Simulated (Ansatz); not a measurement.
Cost and result for the atomization energy of F2H5NO2Si2, SMILES `O[Si](O)(F)N[SiH2]F` (12 atoms, 11 bonds).

```xyz
12

O    -1.0536   -1.9797    0.8936
Si   -0.9223   -0.4453    0.3912
O    -1.7754    0.4548    1.4467
F    -1.5282   -0.2439   -1.0660
N     0.7214   -0.0286    0.2348
Si    1.5717    0.6050   -1.1102
F     1.3715    2.1895   -1.2320
H    -1.8623   -2.2268    1.3447
H    -1.8691    1.3919    1.2691
H     1.2643   -0.1139    1.0833
H     3.0170    0.3763   -0.8893
H     1.0650    0.0207   -2.3659
```

Charge 0, multiplicity 1. The geometry is a stationary point of PBE0-D4/def2-TZVP. It is one conformer, not always the lowest. Program: Ansatz. All runs use 2 threads of an AMD EPYC 7R13 on a shared host and a share of an NVIDIA H100 80 GB. Times are those of one run each, without the atoms' runs, and a repeat can differ threefold. Electronic energies, without spin–orbit coupling; frozen cores. CCSD(T)/CBS adds CCSD(T) − MP2 in def2-TZVPP to the MP2 limit, and its time is that of the two runs behind it. T1 = 0.011. B3LYP takes the VWN-RPA correlation (the form of Gaussian; ORCA's B3LYP/G).

CCSD(T)/CBS is a level of theory with its own doubt, some kJ/mol a heavy atom from the limit and from the frozen cores, so smaller differences don't rank the functionals.

```csv
level,functions,wall time
PBE-D4/def2-TZVPP (with forces),309,7 s
B2PLYP/def2-TZVPP,309,9 s
PBE0-D4/def2-TZVPP,309,12 s
r2SCAN-D4/def2-TZVPP (with forces),309,12 s
MP2/def2-QZVPP,575,13 s
B3LYP-D4/def2-TZVPP (with forces),309,14 s
ωB97M-V/def2-TZVPP (with forces),309,16 s
ωB97X-V/def2-TZVPP,309,17 s
CCSD(T)/def2-TZVPP,309,27 s
CCSD(T)/CBS(def2),–,40 s
```

What atomization energy does each give, and how far from CCSD(T)/CBS? (An estimate is asked.)

Ansatz gave: 
| level | atomization (kcal/mol) | difference from CCSD(T)/CBS | per bond |
| --- | --- | --- | --- |
| PBE-D4/def2-TZVPP (with forces) | 1166.8 | 0.5 | 0.0 |
| B2PLYP/def2-TZVPP | 1145.1 | -21.2 | -1.9 |
| PBE0-D4/def2-TZVPP | 1140.9 | -25.4 | -2.3 |
| r2SCAN-D4/def2-TZVPP (with forces) | 1156.5 | -9.8 | -0.9 |
| MP2/def2-QZVPP | 1186.7 | 20.4 | 1.9 |
| B3LYP-D4/def2-TZVPP (with forces) | 1151.6 | -14.7 | -1.3 |
| ωB97M-V/def2-TZVPP (with forces) | 1162.4 | -3.9 | -0.4 |
| ωB97X-V/def2-TZVPP | 1161.9 | -4.4 | -0.4 |
| CCSD(T)/def2-TZVPP | 1127.0 | -39.3 | -3.6 |
| CCSD(T)/CBS(def2) | 1166.3 | 0.0 | 0.0 |

In def2-TZVPP, CCSD(T) changes the Hartree–Fock value by +297.3 kcal/mol (the triples alone add +17.3 kcal/mol) and MP2 by +332.9 kcal/mol; breaking electron pairs costs correlation energy, which Hartree–Fock lacks. The D4 term adds +11.4 kcal/mol with B3LYP and +6.0 kcal/mol with PBE0; it sums over pairs of atoms, weighted by their polarisabilities, and B3LYP, whose exchange is more repulsive, gets the larger term. From PBE to PBE0 (25 % exact exchange), in def2-TZVPP and without D4, the atomization energy moves by −24.8 kcal/mol: exact exchange takes away binding that semilocal exchange gives to molecules.
